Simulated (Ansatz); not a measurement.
C2H8O2Sn, SMILES `C[O][SnH]([CH3])[OH]` at its PBE0-D4/def2-TZVP geometry, where that method's forces vanish. Charge 0, multiplicity 1. Sn: def2 effective core potential.

```xyz
13

C    -0.0214   -0.4166    2.2791
O    -0.5333   -0.6137    0.9882
Sn    0.4505   -0.0476   -0.6175
C    -0.7090    1.3092   -1.7541
O     0.5502   -1.6653   -1.7227
H    -0.4109   -1.1995    2.9382
H    -0.3284    0.5529    2.6938
H     1.0766   -0.4637    2.3235
H     2.0110    0.4080   -0.0719
H    -0.6456    2.3141   -1.3379
H    -0.3509    1.3156   -2.7834
H    -1.7447    0.9711   -1.7340
H     0.6558   -2.4646   -1.2013
```

Question: What forces (eV/Å) does r2SCAN-D4/def2-TZVPP give on these atoms in Ansatz 0.2.0? (Estimate.)

Answer: Computed: 
```
C1   0.120  0.046  0.288
O2  -0.210 -0.100 -0.176
Sn3  0.124  0.103  0.027
C4  -0.066  0.048 -0.068
O5  -0.029 -0.063 -0.137
H6   0.001  0.006 -0.009
H7   0.002  0.001  0.003
H8  -0.001 -0.001  0.002
H9   0.033  0.010  0.012
H10  0.000 -0.032 -0.011
H11 -0.011  0.001  0.026
H12  0.027  0.009 -0.002
H13  0.011 -0.028  0.044
```
